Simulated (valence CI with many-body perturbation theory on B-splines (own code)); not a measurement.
## Which ion has this spectrum?

A relativistic CI+MBPT calculation for an atom or ion with 24 electrons gives these levels (cm⁻¹):

| J | Parity | E | g |
| --- | --- | --- | --- |
| 4 | even | 0 | 1.23 |
| 2 | even | 69859 | 1.25 |
| 0 | even | 235942 |  |
| 3 | even | 712351 | 1.32 |
| 4 | even | 720263 | 1.18 |
| 1 | even | 756348 | 1.25 |
| 6 | even | 786414 | 1.10 |
| 5 | even | 788130 | 1.12 |
| 2 | even | 851653 | 0.99 |
| 3 | even | 864607 | 1.06 |
| 0 | even | 942506 |  |
| 4 | even | 987018 | 1.05 |
| 1 | even | 996199 | 1.23 |
| 2 | even | 997887 | 1.11 |

The energies are calculated, and their last digits are not significant.

Which is it?
A. Ir53+
B. Hg56+
C. Tl57+
D. Au55+

D. Au55+, ground level (3d3/2^4 3d5/2^2) J=4.
